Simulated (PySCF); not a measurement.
C2H2F6Sn, SMILES F[C](F)(F)[SnH2][C](F)(F)F (B3LYP/def2-SVP optimised geometry):

```
11

Sn     0.166    -1.400     0.000
C     -0.537     0.703     0.000
F     -0.145     1.324     1.130
F     -1.877     0.790    -0.061
F     -0.038     1.400    -1.036
C     -0.543    -2.375    -1.860
F     -1.885    -2.452    -1.905
F     -0.138    -1.716    -2.960
F     -0.065    -3.632    -1.944
H     -0.525    -2.209     1.339
H      1.877    -1.400     0.000
```

Method: B3LYP/def2-TZVP, def2 effective core potentials past Kr in PySCF.

**Question.** What are the frontier orbital energies and the dipole moment?

**Answer.** HOMO-2 -9.98 eV, HOMO-1 -9.23 eV, HOMO -8.86 eV, LUMO -0.94 eV, LUMO+1 -0.81 eV; dipole moment 2.29 D.

On the same geometry PBE/def2-TZVP, def2 effective core potentials past Kr in PySCF gives HOMO-2 -8.77 eV, HOMO-1 -7.96 eV, HOMO -7.57 eV, LUMO -1.46 eV, LUMO+1 -1.25 eV; dipole moment 1.95 D.
